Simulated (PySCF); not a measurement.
Delta-SCF ions had no search for a lower state. Excitations are Tamm–Dancoff values on a coarser integration grid. The basis has no diffuse functions, so Rydberg states are missing or too high.

# C2H5NO, SMILES `O=CNC` (C–N–C–O torsion 0°) (charge 0, multiplicity 1)

Calculation: PBE-D3(BJ)/def2-TZVP // B3LYP-D3(BJ)/def2-TZVP run with PySCF.

- HOMO: -5.83 eV
- dipole moment: 3.88 D
- LUMO: -0.41 eV
- HOMO–LUMO gap: 5.42 eV
- S1 excitation (TDA): 5.63 eV
- S1 oscillator strength: 0.002
- T1 excitation (TDA): 5.08 eV
- S1–T1 gap (TDA): 0.55 eV
- vertical ionisation energy (Delta-SCF): 9.66 eV
- total energy: -209.0459 Ha
- cost: roughly 50 core-seconds

```xyz
9

C     -1.1144    -0.0695     0.1297
N      0.2066     0.5117    -0.0122
C      1.3324    -0.2284    -0.1625
O      1.3806    -1.4396    -0.1973
H     -1.0059    -1.1504     0.0912
H     -1.5652     0.2082     1.0845
H     -1.7732     0.2501    -0.6801
H      0.3059     1.5128     0.0000
H      2.2333     0.4051    -0.2533
```
Charge 0, spin multiplicity 1.
